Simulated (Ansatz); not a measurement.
Ansatz (a first-principles code) input (CCSD(T)/aug-cc-pVDZ):

Ansatz 0.2 input:
```yaml
crystal:
  periodic: [false, false, false]
  atoms:
    - {symbol: B, position_ang: [-0.03188951, 0.01045877, 0.00329302]}
    - {symbol: F, position_ang: [-0.15479306, 1.33081780, -0.04020477]}
    - {symbol: O, position_ang: [-1.15035843, -0.75305378, 0.16840711]}
    - {symbol: O, position_ang: [1.19262591, -0.56038097, -0.11572564]}
    - {symbol: H, position_ang: [1.21444529, -1.52217602, -0.07607386]}
basis:
  gaussian:
    orbitals: aug-cc-pVDZ
magnetization: {spin_polarized: true, initial_magnetization: 1}
correlation: {method: ccsd_t, electrons: outside_noble_gas}
output: {forces: true}
```

End of the output:

```
coupled cluster: 2.19 GiB planned
cycle   1  -17.48592033 eV  change   -5.7e-1 eV  update   3.8e-2
cycle   2  -17.54289858 eV  change   -5.7e-2 eV  update   9.2e-3
cycle   3  -17.54727107 eV  change   -4.4e-3 eV  update   5.5e-3
cycle   4  -17.54965095 eV  change   -2.4e-3 eV  update   1.5e-3
cycle   5  -17.55016678 eV  change   -5.2e-4 eV  update   8.9e-4
cycle   6  -17.55081396 eV  change   -6.5e-4 eV  update   5.1e-4
cycle   7  -17.55110894 eV  change   -2.9e-4 eV  update   3.0e-4
cycle   8  -17.55115502 eV  change   -4.6e-5 eV  update   1.9e-4
cycle   9  -17.55114430 eV  change    1.1e-5 eV  update   1.3e-4
cycle  10  -17.55111756 eV  change    2.7e-5 eV  update   7.9e-5
cycle  11  -17.55110509 eV  change    1.2e-5 eV  update   4.3e-5
cycle  12  -17.55109858 eV  change    6.5e-6 eV  update   1.8e-5
cycle  13  -17.55110108 eV  change   -2.5e-6 eV  update   8.8e-6
cycle  14  -17.55110131 eV  change   -2.3e-7 eV  update   3.3e-6
cycle  15  -17.55110232 eV  change   -1.0e-6 eV  update   1.4e-6
cycle  16  -17.55110242 eV  change   -9.8e-8 eV  update   6.4e-7
cycle  17  -17.55110259 eV  change   -1.7e-7 eV  update   3.0e-7
cycle  18  -17.55110266 eV  change   -6.6e-8 eV  update   1.7e-7
perturbative correction -0.46236230 eV, -0.0169915012 hartree
the calculation of the forces begins
mean field evaluation 96: about -7471.9865 eV, gradient 9.2e-6 eV
0.15 GiB of device memory are held for the factors and their scratch space
Total energy: -7489.99995932 eV, -275.2524216007 hartree
Atom 0 at    -0.031890     0.010459     0.003293 Å, force     0.256167    -0.417102    -0.011831 eV/Å
Atom 1 at    -0.154793     1.330818    -0.040205 Å, force    -0.095932     1.060785    -0.035277 eV/Å
Atom 2 at    -1.150358    -0.753054     0.168407 Å, force    -0.840961    -0.486100     0.120285 eV/Å
Atom 3 at     1.192626    -0.560381    -0.115726 Å, force     0.774841    -0.020154    -0.090283 eV/Å
Atom 4 at     1.214445    -1.522176    -0.076074 Å, force    -0.094114    -0.137429     0.017106 eV/Å
Dipole moment:     0.129991    -0.376678     0.001240 e Å
```

It need not be the lowest isomer of its formula.
